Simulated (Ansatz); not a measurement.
## Reading a saddle point

A first-order saddle point of BH3ClO2F, singlet, PBE0-D4/def2-TZVP, with one imaginary mode of 663i cm⁻¹:

```
8
angstrom
B -0.3318 0.0398 -0.2257
Cl 1.5726 -0.9884 -0.0848
O -0.3382 0.9359 -1.2291
O -1.3642 -0.7995 -0.0269
H 1.0675 0.0708 1.0130
F 0.1910 0.7041 1.1794
H 0.4563 1.4642 -1.3144
H -1.2532 -1.4267 0.6885
```

Program: Ansatz 0.2.0. Basis: def2-TZVPP and def2-QZVPP. Cores are frozen in the correlated methods. Extrapolation: Hartree–Fock as exp(−7.88 √X), correlation as X^−2.97.

Task: Which contacts change along the imaginary mode, and what lies on either side? (A judgement: the text doesn't fix the answer.)

Result: The calculation gives: The step is BH₂ClO₂ ([OH][B]([OH])[Cl]) + HF → BH₂O₂F ([OH][B]([OH])[F]) + HCl, with the molecules in contact on both sides. Shortening one way: B1–F6, Cl2–H5; lengthening the same way: B1–Cl2, H5–F6.
| pair | one side (Å) | saddle (Å) | other side (Å) |
| --- | --- | --- | --- |
| B1–F6 | 3.59 | 1.64 | 1.36 |
| Cl2–H5 | 2.25 | 1.61 | 1.28 |
| B1–Cl2 | 1.81 | 2.17 | 4.26 |
| H5–F6 | 0.93 | 1.09 | 2.04 |

Task: Which side is lower, and how far does the saddle lie above each? (To be estimated.)

Result: Computed: The side with B1–F6, Cl2–H5 short is lower by 11.75 kcal/mol; the saddle lies 37.37 kcal/mol above it and 25.61 kcal/mol above the other (CCSD(T) at an estimated basis limit (MP2 extrapolated from triple and quadruple zeta, plus CCSD(T) − MP2 in triple zeta); electronic energies).

The T1 diagnostic stays at or below 0.012.

Labels in which every atom is bracketed show which atoms are joined, not bond orders.

For scale, one of the runs: CCSD(T)/def2-TZVPP, 208 basis functions, launched by `ansatz run in.yaml --threads 4 --pin off --events-out ev --progress --plain --max-ram 9574MiB`. The run took 67 s on 4 CPU threads of an Arm Neoverse V2 (shared host), with 3 GiB of host memory at its peak.
